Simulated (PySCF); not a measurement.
**Correlation energy of Ag⁻ (silver, charge -1)**

[Kr] 4d10 5s2, closed-shell 1S. All numbers are calculated (PySCF 2.14, a scalar-relativistic core potential, in def2-TZVPPD with the def2 core potential (28 electrons) (6s4p3d2f1g, 56 functions)). Frozen: 4s2 4p6; 12 electrons correlated.

| level | correlation energy (mhartree) |
| --- | --- |
| CCSD | -394.82 |
| (T) | -16.43 |
| CCSD(T) | -411.25 |

Diagnostics: T1 = 0.027, D1 = 0.0912, largest double amplitude 0.102.

Cost of the coupled-cluster step: about 2.3 core-seconds, for 12 correlated electrons.

Iterations:

```
CC2 = 0
CCSD nocc = 6, nmo = 52
frozen orbitals [0, 1, 2, 3]
max_cycle = 100
direct = 0
conv_tol = 1e-08
conv_tol_normt = 1e-06
diis_space = 8
diis_start_cycle = 0
Init t2, MP2 energy = -146.533510632785  E_corr(MP2) -0.421735512647571
Init E_corr(CCSD) = -0.421735512647616
cycle = 1  E_corr(CCSD) = -0.382044662685548  dE = 0.03969085  norm(t1,t2) = 0.0784489
cycle = 2  E_corr(CCSD) = -0.393913071042871  dE = -0.0118684084  norm(t1,t2) = 0.0236311
cycle = 3  E_corr(CCSD) = -0.393291860130442  dE = 0.000621210912  norm(t1,t2) = 0.012405
cycle = 4  E_corr(CCSD) = -0.394843514176121  dE = -0.00155165405  norm(t1,t2) = 0.00415808
cycle = 5  E_corr(CCSD) = -0.394861033212547  dE = -1.75190364e-05  norm(t1,t2) = 0.00104785
cycle = 6  E_corr(CCSD) = -0.394825302075549  dE = 3.5731137e-05  norm(t1,t2) = 0.000338843
cycle = 7  E_corr(CCSD) = -0.39481841960471  dE = 6.88247084e-06  norm(t1,t2) = 5.98775e-05
cycle = 8  E_corr(CCSD) = -0.394820170376995  dE = -1.75077229e-06  norm(t1,t2) = 1.03551e-05
cycle = 9  E_corr(CCSD) = -0.394820008000285  dE = 1.6237671e-07  norm(t1,t2) = 3.36804e-06
cycle = 10  E_corr(CCSD) = -0.394819775962749  dE = 2.32037536e-07  norm(t1,t2) = 6.89433e-07
cycle = 11  E_corr(CCSD) = -0.394819838798711  dE = -6.28359617e-08  norm(t1,t2) = 1.25361e-07
cycle = 12  E_corr(CCSD) = -0.39481983136892  dE = 7.42979095e-09  norm(t1,t2) = 2.78019e-08
CCSD converged
E(CCSD) = -146.5065949515068  E_corr = -0.39481983136892
CCSD(T) correction = -0.0164336819383748
```
